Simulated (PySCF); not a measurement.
Compound: C₂H₈N₂Si₂.
Numbering: `[N:1]#[C:2][C@H:3]([SiH3:4])[SiH2:5][NH2:6]` (hydrogens: H7 on C3; H8, H9, H10 on Si4; H11, H12 on Si5; H13, H14 on N6)

Cartesian coordinates in Å at the GFN2-xTB level; atoms count from 1:
```
atom  x, y, z in Å
N1    -0.0962    2.7169    0.5197
C2    -0.3912    1.7047    0.0665
C3    -0.7016    0.4256   -0.4602
Si4   -1.6533   -0.5824    0.8604
Si5    0.9373   -0.3798   -1.0485
N6     1.9629   -0.3153    0.3265
H7    -1.3494    0.5614   -1.3289
H8    -0.8164   -0.7638    2.0425
H9    -2.0015   -1.8678    0.2516
H10   -2.8772    0.1441    1.2097
H11    0.7209   -1.7928   -1.3516
H12    1.3867    0.3416   -2.2496
H13    2.8765   -0.7355    0.2843
H14    2.0018    0.5427    0.8554
```

Computed with TDDFT PBE0/def2-SVPD, vertical, gas phase, core orbitals frozen in the response (PySCF 2.14.0, density-fitted response routines).

Transition dipole moments from the ground state, in atomic units and in the frame of the coordinates above (overall signs are arbitrary), for the states with f of 0.002 or more among the lowest 8:

```csv
state,E (hartree),μx,μy,μz
S1,0.2353,0.001,0.182,-0.197
S2,0.2487,0.267,0.001,-0.079
S4,0.2673,0.223,-0.064,-0.097
S5,0.2691,-0.136,0.204,-0.021
S6,0.2736,0.111,-0.272,-0.169
S7,0.2766,-0.271,-0.060,0.247
S8,0.2806,-0.296,0.028,0.127
```

**Question.** What oscillator strength does each state have?

**Answer.** f = (2/3) ΔE |μ|² with ΔE in hartree (27.2114 eV).

```
state  |μ|² (au)  |μ| (D)      f
   S1      0.072     0.68  0.011
   S2      0.078     0.71  0.013
   S4      0.063     0.64  0.011
   S5      0.060     0.62  0.011
   S6      0.115     0.86  0.021
   S7      0.138     0.94  0.025
   S8      0.105     0.82  0.020
```

**Question.** Which bond between heavy atoms lies closest to the direction of the S7 transition dipole?

**Answer.** C3–Si4, at 25° from it; next C3–Si5 at 41°.

**Question.** What angle do the transition dipoles of S6 and S8 make?

**Answer.** |cos θ| = |μa·μb| / (|μa| |μb|) = 0.57, so θ ≈ 56° (taken between 0 and 90°, since the signs are arbitrary).

**Question.** How is the summed strength of these states shared among x, y and z?

**Answer.** (2/3) Σ ΔE μα² gives 0.056 for x, 0.028 for y and 0.028 for z, 0.112 in all.

**Question.** What peak molar absorption coefficient would the strongest computed level give as a lone Gaussian band 0.4 eV wide at half height?

**Answer.** ε(max) = 2.175×10⁸ f / FWHM, with the width in cm⁻¹. S7: 2.175×10⁸ × 0.0254 / 3226 ≈ 1700 L mol⁻¹ cm⁻¹.

One conformer stands for the species.
